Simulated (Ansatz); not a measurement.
A run on `C[O+]1[In@-]([CH3])([F])[O+](C)[In@-]1([CH3])[F]` with other settings.

```yaml
crystal:
  periodic: [false, false, false]
  atoms:
    - {symbol: C, position_ang: [0.509064, 2.154860, -1.511201]}
    - {symbol: O, position_ang: [0.360968, 1.260214, -0.417556]}
    - {symbol: In, position_ang: [-1.571543, 0.490641, 0.082529]}
    - {symbol: C, position_ang: [-2.495127, 1.174317, 1.868877]}
    - {symbol: F, position_ang: [-2.422088, 0.344925, -1.678579]}
    - {symbol: O, position_ang: [-0.408788, -1.303291, 0.165704]}
    - {symbol: C, position_ang: [-0.886061, -2.488554, -0.455395]}
    - {symbol: In, position_ang: [1.523301, -0.534064, -0.336816]}
    - {symbol: C, position_ang: [3.067100, -0.667202, 1.115937]}
    - {symbol: F, position_ang: [1.673311, -1.010612, -2.233198]}
    - {symbol: H, position_ang: [0.224621, 1.684820, -2.456212]}
    - {symbol: H, position_ang: [-0.115390, 3.039685, -1.355794]}
    - {symbol: H, position_ang: [1.548937, 2.487500, -1.582162]}
    - {symbol: H, position_ang: [-2.526894, 0.360427, 2.592548]}
    - {symbol: H, position_ang: [-3.508348, 1.511122, 1.655153]}
    - {symbol: H, position_ang: [-1.915323, 1.999443, 2.281225]}
    - {symbol: H, position_ang: [-1.856712, -2.765303, -0.033061]}
    - {symbol: H, position_ang: [-0.995759, -2.360101, -1.535419]}
    - {symbol: H, position_ang: [-0.192006, -3.313183, -0.267442]}
    - {symbol: H, position_ang: [2.744794, -1.321749, 1.925109]}
    - {symbol: H, position_ang: [3.271642, 0.325243, 1.516326]}
    - {symbol: H, position_ang: [3.970288, -1.069159, 0.659429]}
basis:
  gaussian: {orbitals: def2-SVPD}
magnetization: {spin_polarized: true, initial_magnetization: 2}
hamiltonian: {xc: {name: PBEsol}}
scf: {lower_state_search: full}
output: {forces: true}
```

```sh
$ ansatz run in.yaml --threads 4 --pin off --events-out ev --progress --plain --max-ram 66560MiB --backend cuda --devices 0, --max-vram 37GiB
```

Shortened log:

```
Functional definition: PBEsol
2890 factors; their error is unknown
mean field evaluation 1: about -24102.8468 eV, gradient 8.3e1 eV
mean field evaluation 2: about -23997.9618 eV, gradient 1.8e2 eV
mean field evaluation 4: about -24128.6136 eV, gradient 2.8e1 eV
mean field evaluation 8: about -24131.2413 eV, gradient 1.3e1 eV
mean field evaluation 16: about -24102.8384 eV, gradient 8.3e1 eV
mean field evaluation 32: about -24132.3212 eV, gradient 6.5e-6 eV
mean field -24132.32116891 eV, -886.8464454825 hartree, gradient 6.5e-6 eV, S^2 2.002501; 14 other end points of the search recorded, 0 dependent functions left out
reference -24132.32130016 eV, -886.8464503060 hartree; 57, 55 occupied and 275, 277 virtual orbitals, 2890 factors
Total energy: -24132.32130016 eV, -886.8464503060 hartree
Atom 0 at     0.509064     2.154860    -1.511201 Å, force    -0.330750     0.061964     0.589873 eV/Å
Atom 1 at     0.360968     1.260214    -0.417556 Å, force     0.696488     1.163705    -0.268142 eV/Å
Atom 2 at    -1.571543     0.490641     0.082529 Å, force    -0.434810    -0.009971     0.396442 eV/Å
Atom 3 at    -2.495127     1.174317     1.868877 Å, force    -0.424774     0.337588     0.775756 eV/Å
Atom 4 at    -2.422088     0.344925    -1.678579 Å, force    -0.664353    -0.072034    -1.137889 eV/Å
Atom 5 at    -0.408788    -1.303291     0.165704 Å, force    -0.674157    -1.143790     0.388255 eV/Å
Atom 6 at    -0.886061    -2.488554    -0.455395 Å, force     0.526619     0.110223     0.410891 eV/Å
Atom 7 at     1.523301    -0.534064    -0.336816 Å, force     0.545987     0.109676     0.187327 eV/Å
Atom 8 at     3.067100    -0.667202     1.115937 Å, force     0.696507    -0.096478     0.636836 eV/Å
Atom 9 at     1.673311    -1.010612    -2.233198 Å, force     0.205552    -0.336708    -1.261201 eV/Å
Atom 10 at     0.224621     1.684820    -2.456212 Å, force    -0.062941    -0.419057    -0.610945 eV/Å
Atom 11 at    -0.115390     3.039685    -1.355794 Å, force    -0.333430     0.425174     0.080639 eV/Å
Atom 12 at     1.548937     2.487500    -1.582162 Å, force     0.651488     0.031311    -0.084135 eV/Å
Atom 13 at    -2.526894     0.360427     2.592548 Å, force     0.063473    -0.608100     0.344523 eV/Å
Atom 14 at    -3.508348     1.511122     1.655153 Å, force    -0.644618     0.183052    -0.295128 eV/Å
Atom 15 at    -1.915323     1.999443     2.281225 Å, force     0.474770     0.493106     0.132948 eV/Å
Atom 16 at    -1.856712    -2.765303    -0.033061 Å, force    -0.632898    -0.018992     0.174177 eV/Å
Atom 17 at    -0.995759    -2.360101    -1.535419 Å, force    -0.191464     0.199092    -0.688495 eV/Å
Atom 18 at    -0.192006    -3.313183    -0.267442 Å, force     0.365592    -0.395644     0.085127 eV/Å
Atom 19 at     2.744794    -1.321749     1.925109 Å, force    -0.351733    -0.423488     0.429523 eV/Å
Atom 20 at     3.271642     0.325243     1.516326 Å, force     0.002819     0.683027     0.155564 eV/Å
Atom 21 at     3.970288    -1.069159     0.659429 Å, force     0.516633    -0.273654    -0.441948 eV/Å
Dipole moment:     0.160544     0.142817     0.839393 e Å
```

Run time 3.1 min (4 threads of an AMD EPYC 7R13 on a shared host and a share of an NVIDIA H100 80 GB); peak host memory 1.1 GiB.
